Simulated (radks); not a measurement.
Q: Ionisation of the bismuth ion Bi2+, [Hg] 6p1, to [Hg] as the strength of local exchange is varied. Calculated with a radial shooting solver on a logarithmic mesh with Libxc functionals: Dirac Kohn-Sham, Slater X-alpha exchange (alpha = 2/3 is LDA exchange), no correlation, spin-unpolarised, spherical densities, point nucleus; open shells are shared between the two j in proportion to 2j + 1.

alpha  E(Bi2+) (hartree)  exchange (hartree)  IE (eV)  -e of the level emptied (eV)  <r> of it (bohr)
0.667        -21560.5963           -377.9468   22.722                17.645 (6p3/2)             2.715
0.714        -21587.2450           -405.0879   23.211                18.091 (6p3/2)             2.687
0.896        -21690.7539           -510.8183   25.154                19.870 (6p3/2)             2.583
0.906        -21696.4557           -516.6567   25.263                19.970 (6p3/2)             2.578
x            -21740.9822           -562.3001   26.121                20.760 (6p3/2)             2.537

Which alpha was used in the last row?

A: alpha = 0.984. NIST Atomic Spectra Database: 25.571 eV (measured). The Delta-SCF value meets it near alpha = 0.93. Spin polarisation and multiplet splitting are left out, so open shells lie too high by an amount that depends on their filling. Sharing an open shell by 2j + 1 raises it above the true ground level by a part of the spin-orbit splitting, which enters the differences from NIST.

Beside tabulated values, note that spin-unpolarised runs miss the spin-polarisation part of the exchange energy of open shells.
